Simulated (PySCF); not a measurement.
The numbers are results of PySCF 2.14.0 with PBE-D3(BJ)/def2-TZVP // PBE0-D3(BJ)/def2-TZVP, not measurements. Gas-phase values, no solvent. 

Reference species (SMILES): `C#CC=C=C` (neutral, multiplicity 1).

```
Property          Value
-------------  --------
HOMO           -5.98 eV
dipole moment    0.74 D
LUMO           -1.68 eV
```

Changed species: `C#CCC#C`.

**Question.** What does the change do to the HOMO, dipole moment and LUMO?

**Answer.** the HOMO decreases by 0.59 eV, to -6.57 eV; the dipole moment drops by 0.16 D, to 0.58 D; the LUMO increases by 1.26 eV, to -0.42 eV.
